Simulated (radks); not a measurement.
Q: All-electron atom: Eu XXXVI in [Ar] 3d10 (the NIST ground configuration). Calculated with a radial shooting solver on a logarithmic mesh with Libxc functionals: scalar-relativistic Kohn-Sham, r2SCAN, spin-polarised, spherical densities, finite nucleus; meta-GGA in the generalised Kohn-Sham scheme; Fermi nuclear charge, rms radius 5.1115 fm. Some entries of the table are withheld. Estimate them.

| orbital | occ. | eigenvalue (eV) | <r^2> (bohr^2) |
|---|---|---|---|
| 1s | 2 | (1) | 0.0006793 |
| 2s | 2 | (2) | 0.01063 |
| 2p | 6 | (3) | 0.008541 |
| 3s | 2 | -3089.963 | 0.06824 |
| 3p | 6 | -2817.058 | (4) |
| 3d | 10 | -2462.736 | 0.05585 |
| 4s | 0 | (5) | 0.2709 |
| 4p | 0 | (6) | 0.2839 |

A: 
(1) 1s eigenvalue (eV): -49880.90
(2) 2s eigenvalue (eV): -9381.916
(3) 2p eigenvalue (eV): -8514.452
(4) 3p <r^2> (bohr^2): 0.06766
(5) 4s eigenvalue (eV): -1473.284
(6) 4p eigenvalue (eV): -1370.004
